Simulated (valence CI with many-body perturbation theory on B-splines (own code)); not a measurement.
# Energy levels of Pt XXVIII

Calculated by relativistic CI+MBPT: five valence electrons over a frozen Dirac-Fock core [Kr] 4d10, a basis of 7 s, 7 p, 7 d, 7 f, 4 g, 2 h functions for each j, with the one-electron correlation potential Σ1 (screened to all orders), the two-electron term Σ2, the three-electron term Σ3, Breit, model QED; selected single and double excitations, second order for the rest, scaled by the run's own slope (own B-spline code, finite nucleus).

The last digits are not significant, and no measured levels were compared; by estimate large intervals hold to a few tenths of a per cent, small ones and those within an open d or f shell to about a per cent. Among the levels kept, up to 990 cm⁻¹ of a level comes from second order outside the variational space, and about a tenth of that is noise between levels of different J, which matters for small intervals. Only levels of the ground parity were solved; by the run's estimate the other parity begins above the list, which can be wrong where configurations are misplaced.

Levels 46 to 90 of 194, with energies above the lowest level, (4f5/2^5) J=5/2. "Leading %" is the weight of the configuration and term that name the level; weights of strongly mixed levels are sums over their largest components and can fall short. In the jj column 3d3/2^4 stands for four electrons in 3d with j = 3/2. Lifetimes count E1, E2, E3, M1 and M2 decay at the calculated energies, and are blank where another channel may lead or the interval is too uncertain; long ones can be off by a factor of two.

| No. | Configuration | Term | J | E (cm⁻¹) | Leading % | g | Lifetime | Leading jj |
| --- | --- | --- | --- | --- | --- | --- | --- | --- |
| 46 | 4f⁵ | ⁴K° | 17/2 | 120420 | 55 | 1.094 | 961 μs | 4f5/2^2 4f7/2^3 (92 %) |
| 47 | 4f⁵ | ²P° | 3/2 | 122120 | 35 | 1.481 | 1.05 ms | 4f5/2^3 4f7/2^2 (66 %) |
| 48 | 4f⁵ | ⁴G° | 11/2 | 123460 | 36 | 1.140 | 713 μs | 4f5/2^3 4f7/2^2 (35 %) |
| 49 | 4f⁵ | ⁶P° | 7/2 | 123620 | 47 | 1.472 | 3.37 ms | 4f5/2^3 4f7/2^2 (47 %) |
| 50 | 4f⁵ | ⁴F° | 9/2 | 123690 | 45 | 1.106 | 1.21 ms | 4f5/2^3 4f7/2^2 (58 %) |
| 51 | 4f⁵ | ⁴I° | 15/2 | 126430 | 41 | 1.089 | 2.39 ms | 4f5/2^3 4f7/2^2 (77 %) |
| 52 | 4f⁵ | ⁴K° | 15/2 | 127330 | 54 | 1.046 | 1.02 ms | 4f5/2^2 4f7/2^3 (93 %) |
| 53 | 4f⁵ | ⁴G° | 5/2 | 127430 | 31 | 0.967 | 578 μs | 4f5/2^3 4f7/2^2 (48 %) |
| 54 | 4f⁵ | ²D° | 3/2 | 128000 | 28 | 1.025 | 723 μs | 4f5/2^3 4f7/2^2 (36 %) |
| 55 | 4f⁵ | ⁴M° | 19/2 | 128160 | 36 | 1.073 | 1.52 ms | 4f5/2^2 4f7/2^3 (81 %) |
| 56 | 4f⁵ | ⁴G° | 9/2 | 128550 | 47 | 1.041 | 432 μs | 4f5/2^3 4f7/2^2 (48 %) |
| 57 | 4f⁵ | ⁴P° | 1/2 | 128670 | 70 | 1.859 | 438 μs | 4f5/2^2 4f7/2^3 (83 %) |
| 58 | 4f⁵ | ⁴F° | 5/2 | 131260 | 29 | 1.052 | 911 μs | 4f5/2^3 4f7/2^2 (52 %) |
| 59 | 4f⁵ | ⁴I° | 11/2 | 133810 | 49 | 1.033 | 1.08 ms | 4f5/2^3 4f7/2^2 (53 %) |
| 60 | 4f⁵ | ²N° | 19/2 | 134840 | 59 | 1.031 | 752 μs | 4f5/2^2 4f7/2^3 (88 %) |
| 61 | 4f⁵ | ⁴F° | 9/2 | 135430 | 33 | 1.145 | 673 μs | 4f5/2^2 4f7/2^3 (56 %) |
| 62 | 4f⁵ | ²O° | 21/2 | 136120 | 52 | 1.032 | 1.11 ms | 4f5/2^2 4f7/2^3 (66 %) |
| 63 | 4f⁵ | ⁴F° | 7/2 | 138550 | 41 | 1.176 | 919 μs | 4f5/2^2 4f7/2^3 (67 %) |
| 64 | 4f⁵ | ²H° | 9/2 | 138990 | 37 | 1.031 | 564 μs | 4f5/2^2 4f7/2^3 (53 %) |
| 65 | 4f⁵ | ⁴H° | 13/2 | 139770 | 36 | 1.064 | 857 μs | 4f5/2^2 4f7/2^3 (46 %) |
| 66 | 4f⁵ | ²M° | 17/2 | 140870 | 59 | 1.000 | 1.07 ms | 4f5/2^2 4f7/2^3 (86 %) |
| 67 | 4f⁵ | ⁴G° | 11/2 | 142780 | 31 | 1.070 | 704 μs | 4f5/2^3 4f7/2^2 (44 %) |
| 68 | 4f⁵ | ⁴I° | 13/2 | 143430 | 28 | 1.073 | 1.13 ms | 4f5/2^2 4f7/2^3 (50 %) |
| 69 | 4f⁵ | ²F° | 5/2 | 143560 | 25 | 1.023 | 484 μs | 4f5/2^2 4f7/2^3 (42 %) |
| 70 | 4f⁵ | ⁴I° | 15/2 | 144650 | 37 | 1.070 | 302 μs | 4f5/2 4f7/2^4 (51 %) |
| 71 | 4f⁵ | ⁴G° | 7/2 | 145030 | 37 | 1.091 | 840 μs | 4f5/2^3 4f7/2^2 (51 %) |
| 72 | 4f⁵ | ⁴P° | 5/2 | 146610 | 42 | 1.424 | 590 μs | 4f5/2^2 4f7/2^3 (74 %) |
| 73 | 4f⁵ | ⁴K° | 11/2 | 148790 | 25 | 1.037 | 629 μs | 4f5/2^3 4f7/2^2 (46 %) |
| 74 | 4f⁵ | ⁴H° | 7/2 | 149990 | 52 | 0.845 | 361 μs | 4f5/2^3 4f7/2^2 (45 %) |
| 75 | 4f⁵ | ²K° | 13/2 | 150270 | 38 | 1.029 | 452 μs | 4f5/2^2 4f7/2^3 (46 %) |
| 76 | 4f⁵ | ⁴F° | 3/2 | 151800 | 33 | 1.188 | 621 μs | 4f5/2^2 4f7/2^3 (60 %) |
| 77 | 4f⁵ | ²I° | 11/2 | 153390 | 33 | 1.036 | 736 μs | 4f5/2^2 4f7/2^3 (56 %) |
| 78 | 4f⁵ | ⁴P° | 1/2 | 156470 | 43 | 1.277 | 451 μs | 4f5/2^3 4f7/2^2 (67 %) |
| 79 | 4f⁵ | ⁴G° | 9/2 | 156850 | 45 | 1.064 | 591 μs | 4f5/2^2 4f7/2^3 (55 %) |
| 80 | 4f⁵ | ²O° | 23/2 | 157560 | 100 | 1.040 | 2.98 ms | 4f5/2^2 4f7/2^3 (100 %) |
| 81 | 4f⁵ | ²F° | 7/2 | 158240 | 47 | 1.035 | 622 μs | 4f5/2^2 4f7/2^3 (79 %) |
| 82 | 4f⁵ | ²L° | 15/2 | 158880 | 45 | 1.066 | 698 μs | 4f5/2^2 4f7/2^3 (70 %) |
| 83 | 4f⁵ | ²L° | 17/2 | 159830 | 42 | 1.092 | 814 μs | 4f5/2 4f7/2^4 (64 %) |
| 84 | 4f⁵ | ²D° | 3/2 | 160190 | 53 | 1.153 | 425 μs | 4f5/2^2 4f7/2^3 (69 %) |
| 85 | 4f⁵ | ⁴I° | 13/2 | 160840 | 44 | 1.039 | 449 μs | 4f5/2^2 4f7/2^3 (63 %) |
| 86 | 4f⁵ | ²H° | 11/2 | 162470 | 38 | 1.093 | 580 μs | 4f5/2^2 4f7/2^3 (60 %) |
| 87 | 4f⁵ | ²H° | 9/2 | 163390 | 32 | 1.067 | 814 μs | 4f5/2^2 4f7/2^3 (50 %) |
| 88 | 4f⁵ | ⁴G° | 5/2 | 163630 | 39 | 1.094 | 329 μs | 4f5/2^2 4f7/2^3 (58 %) |
| 89 | 4f⁵ | ²F° | 7/2 | 163790 | 46 | 1.086 | 766 μs | 4f5/2^2 4f7/2^3 (74 %) |
| 90 | 4f⁵ | ²L° | 17/2 | 169410 | 77 | 1.069 | 875 μs | 4f5/2^2 4f7/2^3 (75 %) |

Where two levels of one J and parity lie close, their mixing, g and order are uncertain.
